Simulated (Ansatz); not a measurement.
`C#CCCCCCCCCCC`. Total charge 0; triplet. Geometry r2SCAN-D4/def2-SVP, that of the neutral singlet; atoms count from 1.

```xyz
34

C    -2.300   -2.531    4.764
C    -1.331   -2.270    4.079
C    -0.166   -1.929    3.273
C     0.386   -0.524    3.568
C     1.679   -0.212    2.813
C     1.590   -0.294    1.286
C     0.547    0.630    0.661
C     0.567    0.618   -0.865
C    -0.475    1.545   -1.491
C    -0.422    1.627   -3.018
C    -0.753    0.321   -3.741
C    -0.770    0.472   -5.259
H    -3.156   -2.771    5.366
H    -0.435   -2.014    2.204
H     0.628   -2.680    3.444
H     0.568   -0.438    4.653
H    -0.393    0.222    3.333
H     2.473   -0.897    3.163
H     2.010    0.804    3.098
H     1.390   -1.336    0.971
H     2.582   -0.050    0.865
H     0.710    1.664    1.023
H    -0.466    0.350    1.008
H     1.574    0.909   -1.221
H     0.412   -0.419   -1.217
H    -1.486    1.222   -1.176
H    -0.341    2.559   -1.072
H     0.583    1.971   -3.331
H    -1.126    2.408   -3.359
H    -0.023   -0.459   -3.460
H    -1.737   -0.045   -3.391
H    -1.520    1.216   -5.577
H     0.209    0.811   -5.636
H    -1.009   -0.478   -5.761
```

At PBE0-D4/def2-SVP a singlet of charge 0 lies 5.53 eV below the triplet at the same geometry.

Estimate the Mulliken populations of the heavy atoms from the PBE0/def2-SVP orbitals of Ansatz.


```json
{"atom": "C1", "charge (e)": "-0.45", "spin (α − β)": "1.07"}
{"atom": "C2", "charge (e)": "0.24", "spin (α − β)": "0.95"}
{"atom": "C3", "charge (e)": "0.02", "spin (α − β)": "-0.10"}
{"atom": "C4", "charge (e)": "-0.09", "spin (α − β)": "0.05"}
{"atom": "C5", "charge (e)": "-0.02", "spin (α − β)": "0.01"}
{"atom": "C6", "charge (e)": "-0.07", "spin (α − β)": "0.00"}
{"atom": "C7", "charge (e)": "-0.07", "spin (α − β)": "0.00"}
{"atom": "C8", "charge (e)": "-0.08", "spin (α − β)": "0.00"}
{"atom": "C9", "charge (e)": "-0.04", "spin (α − β)": "0.00"}
{"atom": "C10", "charge (e)": "-0.05", "spin (α − β)": "0.00"}
{"atom": "C11", "charge (e)": "-0.12", "spin (α − β)": "0.00"}
{"atom": "C12", "charge (e)": "-0.07", "spin (α − β)": "0.00"}
```
Mulliken values depend strongly on the basis.

Where does the spin sit?

Summed by element: C 1.98, H 0.02, of 2 unpaired in all. Largest on single atoms: C1 1.07, C2 0.95, C3 -0.10.

And the Mayer bond orders between heavy atoms (over 0.3)?

C1–C2 1.48 (1.22 Å); C2–C3 1.13 (1.46 Å); C3–C4 1.01 (1.54 Å); C4–C5 1.07 (1.53 Å); C5–C6 1.08 (1.53 Å); C6–C7 1.06 (1.53 Å); C7–C8 1.08 (1.53 Å); C8–C9 1.07 (1.53 Å); C9–C10 1.09 (1.53 Å); C10–C11 1.06 (1.53 Å); C11–C12 1.09 (1.52 Å).
